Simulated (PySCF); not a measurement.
## Substituent effects on chemical shifts

Parent skeleton `[CH2:1]=[CH:2][SiH2:3][S:4][SiH3:5]`; one hydrogen on atom 1 is replaced by X. Hydrogens on one atom are averaged.

- shieldings: GIAO PBE0/pcSseg-1
- geometry: GFN2-xTB
- run in PySCF 2.14
- rapidly exchanging positions averaged, non-relativistic Hamiltonian, one computed conformer, gas phase

δ = σ(ref) − σ, references computed at the same level: TMS for 13C, 29Si, 1H; 33S against CS2.

Four derivatives gave (δ, ppm):
```json
{"compound": "1", "C1": "155.7", "C2": "157.5", "Si3": "-34.4", "S4": "-331.2", "Si5": "-58.9", "H(C1)": "6.60", "H(C2)": "7.05", "H(Si3)": "5.24", "H(Si5)": "4.71"}
{"compound": "2", "C1": "157.7", "C2": "132.3", "Si3": "-33.1", "S4": "-318.4", "Si5": "-60.2", "H(C1)": "6.53", "H(C2)": "5.82", "H(Si3)": "5.04", "H(Si5)": "4.57"}
{"compound": "3", "C1": "167.2", "C2": "97.3", "Si3": "-44.6", "S4": "-316.0", "Si5": "-55.7", "H(C1)": "7.12", "H(C2)": "4.61", "H(Si3)": "5.06", "H(Si5)": "4.61"}
{"compound": "4", "C1": "164.2", "C2": "128.3", "Si3": "-42.4", "S4": "-329.1", "Si5": "-58.8", "H(C1)": "6.85", "H(C2)": "5.65", "H(Si3)": "5.23", "H(Si5)": "4.66"}
```

Their substituents are C2H5, CH3, CHO, OiPr. Which is which?

Results:

1: X = CHO (O=C/C=C/[SiH2]S[SiH3]); 2: X = CH3 (C/C=C/[SiH2]S[SiH3]); 3: X = OiPr (CC(C)O/C=C\[SiH2]S[SiH3]); 4: X = C2H5 (CC/C=C\[SiH2]S[SiH3]).
